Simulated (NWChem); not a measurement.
Molecule: TiH₄; SMILES [TiH4]

All runs: NWChem. Each level has its own optimisation; frequencies are unscaled.

```json
[
 {"level": "PBE0/def2-TZVP", "r H–Ti (Å)": "1.694", "highest harmonic frequency (cm⁻¹)": "1809", "lowest (cm⁻¹)": "518", "zero-point energy (kcal/mol)": "14.0"},
 {"level": "Hartree-Fock/3-21G", "r H–Ti (Å)": "1.661", "highest harmonic frequency (cm⁻¹)": "1958", "lowest (cm⁻¹)": "544", "zero-point energy (kcal/mol)": "14.8"},
 {"level": "B3LYP/def2-TZVP", "r H–Ti (Å)": "1.697", "highest harmonic frequency (cm⁻¹)": "1796", "lowest (cm⁻¹)": "535", "zero-point energy (kcal/mol)": "14.1"},
 {"level": "PBE0/def2-SVP", "r H–Ti (Å)": "1.685", "highest harmonic frequency (cm⁻¹)": "1786", "lowest (cm⁻¹)": "516", "zero-point energy (kcal/mol)": "13.9"}
]
```
